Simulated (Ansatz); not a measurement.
Relaxation of CH$_{3}$ClOSi (7 atoms, charge 0, multiplicity 1), to a largest force component of 0.02 eV/Å in at most 50 steps.

The calculation used UKS PBE0/def2-SVP in Ansatz 0.2.0.

```xyz
7
Properties=species:S:1:pos:R:3
O 0.412 -1.721 1.255
C 0.014 -1.170 0.184
Si -0.012 0.692 -0.004
Cl -0.537 1.217 -1.882
H -0.301 -1.758 -0.709
H -0.422 -1.198 1.183
H 1.403 1.290 0.163
```

Task: Where does it end, and by what steps?

Result: The run converged. After 19 steps the energy has fallen by 3.569 eV; H6 moved furthest, 1.01 Å. The start is strongly strained (largest force component 11 eV/Å), so its close contacts needn't be bonds. Parted: C2–H6.

```csv
step,energy less start (eV),largest force component (eV/Å),accepted
0,0.0000,10.695,yes
1,-1.1374,5.406,yes
2,-1.8450,2.722,yes
3,-2.4469,3.486,yes
4,-3.0060,2.399,yes
5,-3.2962,1.958,yes
6,-3.3872,0.680,yes
7,-3.4073,0.300,yes
8,-3.4520,0.326,yes
9,-3.4328,1.911,no
10,-3.4893,0.398,yes
11,-3.5192,0.771,yes
12,-3.5549,0.237,yes
13,-3.5517,0.264,no
14,-3.5648,0.152,yes
15,-3.5472,0.507,no
16,-3.5684,0.125,yes
17,-3.5680,0.071,no
18,-3.5688,0.114,yes
19,-3.5691,0.015,yes
```

```xyz
7
Properties=species:S:1:pos:R:3
O 0.032 -1.813 1.131
C -0.164 -1.095 0.015
Si 0.523 0.454 -0.468
Cl -0.330 1.295 -2.152
H -0.606 -1.716 -0.776
H 0.329 -1.242 1.850
H 0.775 1.469 0.591
```

Whether the end is a true minimum wasn't checked by a vibrational analysis.

Run time: 76 s on 2 threads of Arm Neoverse V2 (shared host), peak memory 0.22 GiB.
